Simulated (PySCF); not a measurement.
# Dipole moment and polarisability of SeO2F2

SeO2F2.
Structure used (PBE0-D3(BJ)/def2-SVP), in Å, numbered top down from 1:
```
atom  x, y, z in Å
Se1    0.162   -0.009    0.098
O2     0.032   -0.136    1.662
O3     1.492    0.046   -0.746
F4    -0.831    1.292   -0.406
F5    -0.855   -1.193   -0.608
```

Level: CAM-B3LYP/def2-SVPD (PySCF), static field, nuclei fixed, core orbitals frozen in the response. The polarisability tensor in these axes (au):

```
x   36.06  0.12 -2.09
y    0.12 31.97 -0.50
z   -2.09 -0.50 38.21
```

Question: Diagonalise the tensor; give its mean and Δα, where Δα² is half the sum of the squared differences of the eigenvalues.

Answer: Principal values 31.93, 34.80 and 39.52 au; mean 35.41 au = 5.25 Å³ = 5.84 × 10⁻⁴⁰ C²·m²/J; Δα = 6.64 au (19 % of the mean).

Question: What is the dipole moment, and where does it point?

Answer: (-0.43, 0.03, -0.26) D, 0.51 D in size, pointing from the negative to the positive side. Measured along this direction, the outermost atoms are O2 and O3 at the negative end and F4 and F5 at the positive end.

Question: What molar refraction does this α imply?

Answer: Lorentz–Lorenz: R = (4π/3)N_A α = 2.5225 cm³/(mol·Å³) × 5.25 Å³ = 13.2 cm³/mol, in the limit of long wavelengths.

Question: Traceless (Buckingham) quadrupole moment about the centre of nuclear charge: eigenvalues?

Answer: -3.75, 0.49, 3.27 D·Å. The values depend on the origin, since the dipole doesn't vanish. The electronic extent ⟨r²⟩ about the same centre is 416 bohr², a root-mean-square distance of 1.31 Å for the 68 electrons.

Question: Form Σ f/ω² (atomic units) for the 10 lowest TDDFT singlets, given as eV and f, and set it beside the mean polarisability, which is this sum over all singlets: 5.59, 0.0039; 5.77, 0.0000; 6.96, 0.0398; 6.98, 0.0529; 7.33, 0.0000; 7.93, 0.0001; 8.48, 0.0296; 8.53, 0.0029; 8.81, 0.0000; 8.84, 0.0600.

Answer: They add up to 2.41 au, 6.8 % of the 35.41 au; the largest single term is 0.80 au, from the state at 6.98 eV. Terms in order: 0.09, 0.00, 0.61, 0.80, 0.00, 0.00, 0.30, 0.03, 0.00, 0.57 au. Higher excitations give the rest. The strengths listed sum to 0.189.

Question: Find the Langevin capture rate constant for NH4+ (18.034 u) meeting this molecule (149.903 u), k = 2.342 × 10⁻⁹ cm³/s × √(α in Å³ / reduced mass in u).

Answer: The reduced mass is 16.10 u, so k = 1.34 × 10⁻⁹ cm³/s. The formula leaves out the permanent dipole, which adds to the capture rate.

Isolated species at its PBE0-D3(BJ)/def2-SVP geometry, gas phase. The calculation is non-relativistic, for selenium too.

The run behind these numbers computed excited states as well. The run took 11 s on x86-64 server, one thread, no GPU, shared host.
